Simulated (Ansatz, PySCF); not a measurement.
System: disilylmethane, CH₈Si₂ (charge 0, singlet). 
Structure (B3LYP-D3(BJ)/def2-TZVP (Ansatz, an electronic-structure program) minimum search):
```
C
H 1 1.0942
H 1 1.0942 2 106.76
Si 1 1.8771 2 108.68 3 117.04
H 4 1.4826 1 110.15 2 -177.97
H 4 1.4826 5 108.46 1 120.63
H 4 1.4831 5 108.50 6 117.68
Si 1 1.8771 2 108.67 3 -117.05
H 8 1.4826 1 110.15 2 -62.07
H 8 1.4826 9 108.46 1 120.63
H 8 1.4831 9 108.50 10 117.68
```
Charge 0, spin multiplicity 1.

Quantity: vertical ionisation energy (to the doublet state of charge +1; each state is the SCF solution reached for its spin), in eV. Correlated levels leave the core frozen unless marked. UHF or UKS for open shells. Spin-orbit coupling is left out. Non-relativistic. CBS marks a two-point X^-3 extrapolation of the correlation energy; Hartree-Fock from the larger set.

```csv
level,program,vertical ionisation energy (eV)
HF/aug-cc-pV(D+d)Z,Ansatz,10.22
HF/aug-cc-pV(T+d)Z,Ansatz,10.17
SVWN5/def2-TZVPD,Ansatz,10.53
PBE/def2-TZVPD,Ansatz,10.47
r2SCAN/def2-TZVPD,Ansatz,10.62
BHLYP/def2-TZVPD,Ansatz,10.86
CAM-B3LYP/def2-TZVPD,Ansatz,10.93
wB97X-V/def2-TZVPD,Ansatz,11.00
MP2/aug-cc-pV(D+d)Z,Ansatz,11.15
RI-MP2/aug-cc-pV(Q+d)Z,Ansatz,11.30
"RI-MP2/CBS(aug-cc-pV(T+d)Z,aug-cc-pV(Q+d)Z)",Ansatz,11.34
SCS-MP2/aug-cc-pV(D+d)Z,Ansatz,11.10
CCSD/aug-cc-pV(D+d)Z,Ansatz,10.97
CCSD(T)/aug-cc-pV(D+d)Z,Ansatz,10.98
```

For comparison, minus the highest occupied orbital energy (PySCF): 8.58 eV at B3LYP/def2-TZVPD, 8.17 eV at TPSSh/def2-TZVPD, 11.82 eV at HF/def2-TZVPD.
